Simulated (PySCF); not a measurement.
**Boron: a sound run and one with changed settings**

Sound run: B⁺ [He] 2s2, B²⁺ [He] 2s1. Calculation: PySCF 2.14, in jorge-DZP-DKH (4s2p1d, 15 functions); the spin-free X2C one-electron Hamiltonian (Gaussian nucleus). The sound run starts from symmetry-adapted Hartree-Fock orbitals and uses a fine grid where one is needed.

Changed run: initial guess 1e, at most 3 SCF cycles. This setting is unsound on purpose.

```tsv
species	method	sound run (hartree)	changed run (hartree)	converged
B⁺	UHF	-24.24193	-24.24193	no
B⁺	LDA	-24.04124	-24.04124	no
B⁺	TPSS	-24.35101	-24.35101	no
B²⁺	UHF	-23.38063	-23.38063	no
B²⁺	LDA	-23.13951	-23.13951	no
B²⁺	TPSS	-23.44521	-23.44521	no
```

The SCF was stopped early; the energies are upper bounds that still move, and correlated levels were skipped or rest on poor orbitals.
